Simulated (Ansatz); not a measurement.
Computed with Ansatz on PBE0-D4/def2-TZVP structures; ΔE is electronic, products minus reactants. CCSD(T)/CBS is the MP2 limit (def2-TZVPP, def2-QZVPP) plus CCSD(T) − MP2 in def2-TZVPP, frozen cores. This one scheme is used for every species. Functionals use def2-TZVPP. Elements past krypton have def2 core potentials. For Sn outer-core shells are correlated without core-valence functions, which leaves a few kJ/mol of doubt a bond. One conformer a species, not always the lowest.

Consider the hydrogenolysis of the Sn–O bond: `[OH][SnH]([OH])[OH]` + H₂ → `[OH][SnH2][OH]` + H₂O.

CCSD(T)/CBS gives +0.15 eV.

**Question.** Another level gave +0.11 eV. Which?
A. LDA (SPW92)/def2-TZVPP
B. HF/def2-TZVPP
C. CAM-B3LYP-D4/def2-TZVPP
D. BLYP-D4/def2-TZVPP

**Answer.** C. CAM-B3LYP-D4 0.11, LDA (SPW92) 0.05, BLYP-D4 0.20, HF/def2-TZVPP -0.01 eV.

**Question.** What do rigid-rotor, harmonic-oscillator terms from PBE0-D4/def2-TZVP frequencies (298.15 K, 1 bar) make of the CCSD(T)/CBS value? (Estimate.)

**Answer.** Computed: ΔZPE = +0.14 eV, ΔH = +0.26 eV, ΔS = 23 J/(mol·K), ΔG = +0.19 eV.

Largest T1 diagnostic among the species: 0.014.

In def2-TZVPP, CCSD(T) changes the Hartree–Fock value by +0.12 eV (the triples alone add +0.05 eV) and MP2 by +0.18 eV. From BLYP to BHLYP (50 % exact exchange), in def2-TZVPP and without D4, ΔE moves by −0.10 eV.
